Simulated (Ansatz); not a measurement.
A structure drawn as `C[N]([GeH3])[SiH2]F`, with this starting geometry:

```xyz
13

C     0.0879   -1.3014   -0.7515
N     0.2377   -0.4797    0.4148
Ge   -1.4300    0.2188    0.7691
Si    1.3290    0.9572    0.1678
F     2.9070    0.3211   -0.1718
H    -0.2091   -0.7134   -1.6627
H    -0.5583   -2.1355   -0.5869
H     1.1416   -1.7100   -0.9970
H    -1.9468    1.1253   -0.4486
H    -1.3847    1.1511    2.0336
H    -2.4656   -0.9034    1.0149
H     0.8679    1.7046   -1.0479
H     1.4233    1.7654    1.2661
```

Charge 0, multiplicity 1.

Task: Does it keep its bonds when Ansatz relaxes it at PBE-D4/def2-SVP and then PBE0-D4/def2-TZVP?

Result: Yes, every drawn bond is still there and no new one forms.

Task: Give the relaxed structure. (Estimate.)

Result: Ansatz gave: 
Z-matrix (Å, degrees):
```
C
N 1 1.458
H 1 1.094 2 110.5
H 1 1.096 2 111.1 3 -118.8
H 1 1.096 2 112.4 3 120.1
Ge 2 1.849 1 115.2 3 171.7
Si 2 1.698 1 120.4 3 -17.9
H 6 1.532 2 107.8 1 -179.4
H 6 1.540 2 107.6 1 -58.7
H 6 1.541 2 109.6 1 59.7
F 7 1.605 2 113.6 1 -78.9
H 7 1.483 2 109.1 1 38.1
H 7 1.480 2 108.8 1 163.0
```
All modes are real.

Atoms count as bonded under 1.1 times the sum of their covalent radii (H–H under 0.85 Å, pairs among N, O and F under 1.55 Å), and a drawn bond as lost past 1.3 times.
